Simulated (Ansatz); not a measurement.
The cluster B6Sb6. Charge 0, multiplicity 1. Geometry r2SCAN-D4/def2-SVP; atoms count from 1.

```xyz
12

B    -0.516    0.149   -0.161
B     0.021   -1.391   -0.720
B     0.347    1.567   -0.071
B    -1.384   -1.121    0.555
B     1.152    0.001   -0.616
B    -0.853   -0.132    1.662
Sb    0.375   -2.557    1.208
Sb   -2.045   -1.188   -1.627
Sb    1.493    1.671   -2.076
Sb   -1.360    1.802   -1.733
Sb    2.345   -0.418    1.329
Sb    0.426    1.617    2.249
```

In the def2 sets Sb takes a core potential; there is no spin–orbit coupling. The structure comes from a short search, and lower isomers may exist.

Q: Estimate the Mulliken populations from the PBE0/def2-SVP orbitals of Ansatz.

A: 
```tsv
atom	charge (e)
B1	-0.08
B2	-0.13
B3	-0.40
B4	-0.28
B5	-0.15
B6	-0.06
Sb7	0.24
Sb8	0.18
Sb9	0.16
Sb10	0.18
Sb11	0.15
Sb12	0.20
```
Mulliken values and Mayer orders depend strongly on the basis.

Q: And the Mayer bond orders between bonded heavy atoms (over 0.3)?

A: B1–B2 0.34 (1.72 Å); B1–B3 0.51 (1.66 Å); B1–B4 0.37 (1.70 Å); B1–B5 0.44 (1.74 Å); B1–B6 0.34 (1.87 Å); B1–Sb8 0.33 (2.50 Å); B1–Sb10 0.51 (2.43 Å); B2–B4 0.33 (1.92 Å); B2–B5 0.67 (1.80 Å); B2–Sb7 0.91 (2.28 Å); B2–Sb8 0.86 (2.27 Å); B3–B5 0.36 (1.84 Å); B3–Sb9 0.73 (2.31 Å); B3–Sb10 0.66 (2.39 Å); B3–Sb12 0.93 (2.32 Å); B4–B6 1.09 (1.58 Å); B4–Sb7 0.55 (2.36 Å); B4–Sb8 0.88 (2.28 Å); B5–Sb9 0.94 (2.24 Å); B5–Sb11 0.95 (2.32 Å); B6–Sb12 1.02 (2.24 Å); Sb7–Sb11 0.90 (2.91 Å); Sb8–Sb10 0.60 (3.07 Å); Sb9–Sb10 0.96 (2.88 Å); Sb11–Sb12 0.86 (2.94 Å). Values over 0.3 also appear between atoms too far apart for a bond (B6–Sb7 0.37 at 2.76 Å); they arise where an orbital or an unpaired electron spreads over both atoms.
